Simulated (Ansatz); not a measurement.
CH₈BGeN (`B[N](C)[GeH3]`), relaxed with RKS PBE-D4/def2-SVP in Ansatz 0.2.0 from a rough embedded geometry. The force threshold is 0.03 eV/Å; the program also tests the step.

The species carries charge 0 and has multiplicity 1.

Start:

```xyz
12

B    -1.124    1.094    0.320
N    -0.339    0.140   -0.540
C     1.040    0.640   -0.808
Ge   -0.285   -1.497    0.402
H    -2.093    1.596   -0.001
H    -0.654    1.430    1.437
H     0.927    1.601   -1.369
H     1.503   -0.087   -1.458
H     1.580    0.820    0.101
H     0.535   -2.497   -0.491
H    -1.629   -1.993    0.694
H     0.538   -1.247    1.713
```

Task: How much energy does the relaxation release, and in how many steps? (Best estimate.)

Result: Computed: 163.30 kJ/mol, in 16 steps.

Task: Which bonds change most? (Best estimate.)

Result: The calculation gave: B1–N2 from 1.506 to 1.404 Å; B1–H5 from 1.137 to 1.218 Å; Ge4–H11 from 1.463 to 1.541 Å; C3–H9 from 1.073 to 1.113 Å.

Task: Give the relaxed structure. (Best estimate.)

Result: The calculation gave: 
```xyz
12

B    -1.193    1.169    0.144
N    -0.123    0.275   -0.021
C     1.182    0.678   -0.540
Ge   -0.283   -1.550    0.429
H    -2.254    0.762    0.584
H    -1.036    2.341   -0.158
H     1.180    1.763   -0.764
H     1.438    0.131   -1.475
H     1.996    0.477    0.192
H     0.053   -2.384   -0.838
H    -1.725   -1.797    0.917
H     0.765   -1.865    1.531
```
